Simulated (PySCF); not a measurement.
Compound: C6H6F2.
Numbering: `[CH2:1]=[CH:2]/[C:3]([F:4])=[C:5](/[F:6])[CH:7]=[CH2:8]` (hydrogens: H9, H10 on C1; H11 on C2; H12 on C7; H13, H14 on C8)

Torsions of this conformer, `[CH2:1]=[CH:2]/[C:3]([F:4])=[C:5](/[F:6])[CH:7]=[CH2:8]`: C1–C2–C3–F4 1°, C3–C5–C7–C8 180°.

The closed-shell ground state was solved at several levels (PySCF, density fitting, gas phase, non-relativistic). The structure is a single PBE0-D3(BJ)/def2-SVP conformer in the gas phase; no vibrational or solvent corrections.

```csv
level,basis functions,HOMO (eV),LUMO (eV),gap (eV),dipole (D)
B3LYP/pcSseg-1,166,-6.22,-1.86,4.36,2.42
CAM-B3LYP/def2-SVPD,214,-7.65,-0.71,6.94,2.60
PBE0/pcSseg-1,166,-6.41,-1.69,4.72,2.44
```

Estimate the row for B3LYP/pcJ-1, a basis of 276 functions; the other rows only guide the guess.

HOMO -6.21 eV, LUMO -1.86 eV, gap 4.35 eV, dipole 2.45 D.

How far do the dipole and the HOMO energy spread over the levels?

The dipole runs from 2.42 to 2.60 D (mean 2.48 D) and the HOMO from -7.65 to -6.21 eV.
